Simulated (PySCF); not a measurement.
# Radial density of Cd²⁺ (cadmium, charge +2)

B3LYP, [Kr] 4d10, closed-shell 1S. Computed with PySCF 2.14 in aug-cc-pVDZ-PP with ECP28MDF, with scalar relativity through the core potential. This is the valence pseudo-density: the core potential removes the inner electrons and smooths the orbitals near the nucleus.

| r (bohr) | 4πr²ρ (e/bohr) |
| --- | --- |
| 0.0180 | 1.747e-05 |
| 0.0303 | 4.359e-05 |
| 0.0509 | 0.0001040 |
| 0.0856 | 0.0004743 |
| 0.144 | 0.005742 |
| 0.242 | 0.09210 |
| 0.408 | 1.960 |
| 0.686 | 16.17 |
| 1.15 | 14.89 |
| 1.94 | 2.619 |
| 3.26 | 0.1265 |
| 5.49 | 0.0001524 |

Energies and moments cover only the electrons outside the core potential.
